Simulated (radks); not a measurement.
All-electron atom: Tc III in [Kr] 4d5 (the NIST ground configuration).

Method: Dirac Kohn-Sham, LDA (Slater exchange, VWN5 correlation), spin-unpolarised, spherical densities, finite nucleus; open shells fill j = l - 1/2 first; Fermi nuclear charge, rms radius 4.4112 fm; computed with a radial shooting solver on a logarithmic mesh with Libxc functionals.

Energy parts (hartree):
total: -4281.04365
kinetic: 4445.56900
electron-nucleus: -10325.07743
Hartree: 1722.15152
exchange-correlation: -123.68675

Orbitals (lengths in bohr, moments of r in powers of bohr; r(max) is where P^2 peaks):
| orbital | occ. | eigenvalue (hartree) | r(max) | <r^4> |
|---|---|---|---|---|
| 1s1/2 | 2 | -766.0581 | 0.02231 | 6.543e-06 |
| 2s1/2 | 2 | -109.8060 | 0.1264 | 0.001200 |
| 2p1/2 | 2 | -101.3725 | 0.09815 | 0.0007926 |
| 2p3/2 | 4 | -97.03389 | 0.1021 | 0.0008923 |
| 3s1/2 | 2 | -19.59703 | 0.3730 | 0.06086 |
| 3p1/2 | 2 | -16.35283 | 0.3596 | 0.06228 |
| 3p3/2 | 4 | -15.62674 | 0.3691 | 0.06871 |
| 3d3/2 | 4 | -9.86343 | 0.3093 | 0.06921 |
| 3d5/2 | 6 | -9.72372 | 0.3120 | 0.07144 |
| 4s1/2 | 2 | -3.29149 | 0.9479 | 2.429 |
| 4p1/2 | 2 | -2.33941 | 1.005 | 3.641 |
| 4p3/2 | 4 | -2.22937 | 1.030 | 4.047 |
| 4d3/2 | 4 | -0.83958 | 1.260 | 18.05 |
| 4d5/2 | 1 | -0.82820 | 1.272 | 18.77 |
| 5s1/2 | 0 | -0.68675 | 2.501 | 114.7 |
| 5p1/2 | 0 | -0.49408 | 2.923 | 226.2 |
| 5p3/2 | 0 | -0.48146 | 2.990 | 245.3 |
| 5d3/2 | 0 | -0.24402 | 4.564 | 1375 |
| 5d5/2 | 0 | -0.24269 | 4.594 | 1405 |
| 4f5/2 | 0 | -0.15038 | 5.551 | 4081 |
| 4f7/2 | 0 | -0.15038 | 5.552 | 4083 |

The highest occupied level is 4d5/2 at -22.536 eV. Summed over all electrons, <r^2> = 31.27 bohr^2, which gives a Langevin (diamagnetic) susceptibility term of -24.8 x 10^-6 cm^3/mol. The density falls to 0.001 e/bohr^3 at r = 3.55 bohr.
